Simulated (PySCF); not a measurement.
## TDDFT excited states: C4H13PSi2

C4H13PSi2.
Atom-mapped SMILES: `[CH3:1][Si@@H:2]1[CH2:3][CH2:4][CH2:5][Si@H:6]1[PH2:7]` (hydrogens: H8, H9, H10 on C1; H11 on Si2; H12, H13 on C3; H14, H15 on C4; H16, H17 on C5; H18 on Si6; H19, H20 on P7)

The calculation used TDDFT CAM-B3LYP/def2-SVPD, vertical, gas phase, core orbitals frozen in the response (PySCF 2.14.0, density-fitted response routines). Isolated species at its PBE0-D3(BJ)/def2-SVP geometry (one conformer only).

| state | E (eV) | E (kJ/mol) | λ (nm) | f | main configurations (H = HOMO, L = LUMO) |
| --- | --- | --- | --- | --- | --- |
| S1 | 6.23 | 601 | 199.0 | 0.031 | H→L (73%) |
| S2 | 6.35 | 612 | 195.3 | 0.016 | H-1→L (52%), H-1→L+3 (26%) |
| S3 | 6.49 | 626 | 191.0 | 0.059 | H→L+1 (60%), H→L+2 (22%) |
| S4 | 6.55 | 632 | 189.2 | 0.013 | H-1→L+1 (28%), H-1→L+3 (17%), H-1→L+2 (15%) |
| S5 | 6.89 | 665 | 179.9 | 0.073 | H-1→L+1 (43%), H→L+2 (29%) |
| S6 | 6.92 | 668 | 179.2 | 0.129 | H→L+2 (24%), H→L+1 (19%), H-1→L+2 (8%) |
| S7 | 7.08 | 683 | 175.2 | 0.021 | H-1→L+2 (52%), H-1→L+5 (13%) |
| S8 | 7.28 | 702 | 170.3 | 0.200 | H→L+3 (61%), H-1→L+3 (19%) |
| S9 | 7.45 | 719 | 166.4 | 0.088 | H→L+4 (45%), H-2→L (24%) |
| S10 | 7.56 | 729 | 164.0 | 0.114 | H-2→L (42%), H-2→L+1 (16%) |

Triplets (Tamm–Dancoff): T1 5.53 eV, H→L (52%), H→L+3 (9%), H-1→L+3 (9%); T2 5.61 eV, H-1→L+3 (29%), H-1→L (25%), H→L (14%); T3 5.64 eV, H-1→L+1 (31%), H-1→L+5 (20%), H→L+1 (16%); T4 5.90 eV, H→L+2 (34%), H→L+1 (31%), H-1→L+1 (11%).

The lowest singlet comes at 199 nm (601 kJ/mol) in the vacuum ultraviolet; it is of moderate strength; its leading configuration is HOMO→LUMO (73%). The most intense listed level is S8 at 7.28 eV (170 nm, f = 0.200), 1.05 eV above S1. Löwdin shares by element: HOMO silicon 49%, phosphorus 16%, carbon 9% or more (atoms not listed hold the other 27%); LUMO silicon 32%, phosphorus 14%, carbon 7% or more (atoms not listed hold the other 47%). The listed states span 1.33 eV, and the widest gap between neighbours is 0.34 eV (S4 to S5). The oscillator strengths of these states sum to 0.743; summed over the whole spectrum of an exact calculation they would give the number of electrons, 80 (Thomas–Reiche–Kuhn). Of the 10 states listed, 10 reach f = 0.01 and none stays under 0.0005. The vertical ionisation energy (ΔSCF) is 8.97 eV, 1.41 eV above S10. Singlets were solved by full linear response, triplets in the Tamm–Dancoff approximation.

Without π bonds the low states are Rydberg-like; a valence basis with one diffuse set may place them up to an eV too high.
